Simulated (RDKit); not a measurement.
Input file for RDKit: UFF on CH6BNO (SMILES CNBO).

```python
from rdkit import Chem
from rdkit.Chem import AllChem, rdDetermineBonds

blocks = [
'''10

C     1.14710922    0.46314166   -0.02986611
N     0.22266091   -0.60642676    0.29694636
B    -1.16761322   -0.64149930    0.08889968
O    -1.88924250    0.37473777   -0.48697520
H     1.37202780    1.10280454    0.82981813
H     2.08839288    0.06203389   -0.41036461
H     0.73485807    1.09617747   -0.81801558
H     0.64458190   -1.39304926    0.76120381
H    -1.77532403   -1.61172487    0.42433681
H    -1.37745103    1.15380488   -0.72529779
''',
]
mol = None
for b in blocks:
    f = Chem.MolFromXYZBlock(b)
    rdDetermineBonds.DetermineBonds(f, charge=0)
    mol = f if mol is None else Chem.CombineMols(mol, f)
Chem.SanitizeMol(mol)
print(Chem.MolToSmiles(Chem.RemoveHs(mol)))
ff = AllChem.UFFGetMoleculeForceField(mol, vdwThresh=100.0, ignoreInterfragInteractions=False)
e = ff.CalcEnergy()
print(f'UFF energy {e:.6f} kcal/mol')
```

It printed:

```
CNBO
UFF energy 43.459325 kcal/mol
```

The run finished.

Cost: roughly 0.020 core-seconds.
